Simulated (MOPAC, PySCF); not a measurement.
CH2OS, SMILES `O[C]S` (lower singlet; H–O–C–S torsion 0°, O–C–S–H torsion 180°), neutral singlet in the gas phase. This singlet lies 1.52 eV below the relaxed triplet at the level frozen-core CCSD(T)/cc-pVTZ // PBE0-D3(BJ)/def2-TZVP (Ansatz).

Cartesian coordinates (Å):
```xyz
5

O     -1.3821     0.3366    -0.0242
C     -0.1373     0.7373    -0.0484
S      0.9738    -0.6041     0.0411
H     -1.5301    -0.6270     0.0386
H      2.0757     0.1571    -0.0070
```
Charge 0, multiplicity 1.

All levels are single points at this geometry (PBE0-D3(BJ)/def2-TZVP); Pople sets use spherical d functions. Orbital energies aren't observables, and empty levels follow the basis.

B3LYP/3-21G in PySCF gives HOMO (eV) = -5.84.

**Question.** Estimate the HOMO (eV) from each of these levels: PBE0-D3(BJ)/def2-TZVP in PySCF; B3LYP/6-311+G** in PySCF; B3LYP/6-31G* in PySCF; B3LYP/LANL2DZ in PySCF; BP86/6-31G* in PySCF; M06-2X/6-31G* in PySCF; HF/3-21G in PySCF; PM3 in MOPAC.

**Answer.** 
| level | HOMO (eV) |
|---|---|
| PBE0-D3(BJ)/def2-TZVP in PySCF | -6.61 |
| B3LYP/6-311+G** in PySCF | -6.51 |
| B3LYP/6-31G* in PySCF | -6.01 |
| B3LYP/LANL2DZ in PySCF | -6.13 |
| BP86/6-31G* in PySCF | -4.96 |
| M06-2X/6-31G* in PySCF | -7.55 |
| HF/3-21G in PySCF | -9.76 |
| PM3 in MOPAC | -9.73 |
